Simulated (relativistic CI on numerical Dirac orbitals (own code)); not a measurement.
Slater and spin-orbit integrals, Te³²⁺

These numbers are calculated, not measured: Dirac-Coulomb-Breit CI, KLI orbitals optimised for each configuration, QED by a radiative potential, unscaled Slater integrals (own radial code, finite nucleus).

Slater integrals F^k, G^k are unscaled and averaged over j, outside the closed core [Ne]; ζ comes from projecting the Hamiltonian with its Breit term on Σ l·s of the shell.

- 3s2.3p6.3d2: F^2(3d,3d) = 392510, F^4(3d,3d) = 253410, ζ(3d) = 43640 cm⁻¹; <r>(3d) = 0.2601, <r^2>(3d) = 0.07847 (bohr units).
- 3s2.3p5.3d3: ζ(3p) = 331130, F^2(3d,3d) = 391670, F^4(3d,3d) = 252850, F^2(3p,3d) = 340940, G^1(3p,3d) = 365890, G^3(3p,3d) = 243800, ζ(3d) = 43086 cm⁻¹; <r>(3p) = 0.2917, <r^2>(3p) = 0.09822, <r>(3d) = 0.2606, <r^2>(3d) = 0.07878 (bohr units).
- 3s.3p6.3d3: F^2(3d,3d) = 391300, F^4(3d,3d) = 252610, G^2(3s,3d) = 275260, ζ(3d) = 43374 cm⁻¹; <r>(3s) = 0.2988, <r^2>(3s) = 0.1017, <r>(3d) = 0.2608, <r^2>(3d) = 0.07892 (bohr units).

Q: Give the Racah parameters of the d shell in 3s2.3p6.3d2.

A: B = F²/49 − 5F⁴/441 = 5137 cm⁻¹ and C = 35F⁴/441 = 20112 cm⁻¹.

Averages of the first 10 configurations, taken without configuration mixing, which lowers the lowest level and can move excited configurations by several eV; other configurations of the list can lie among them:

| Configuration | Parity | States | Average energy above the lowest level (eV) |
| --- | --- | --- | --- |
| 3s2.3p6.3d2 | even | 45 | 20.9 |
| 3s2.3p5.3d3 | odd | 720 | 228.5 |
| 3s.3p6.3d3 | even | 240 | 400.1 |
| 3s2.3p6.3d.4s | even | 20 | 814.4 |
| 3s2.3p6.3d.4p | odd | 60 | 877.1 |
| 3s2.3p6.3d.4d | even | 100 | 959.2 |
| 3s2.3p5.3d2.4s | odd | 540 | 1015.3 |
| 3s2.3p6.3d.4f | odd | 140 | 1028.5 |
| 3s2.3p5.3d2.4p | even | 1620 | 1078.2 |
| 3s2.3p5.3d2.4d | odd | 2700 | 1159.8 |
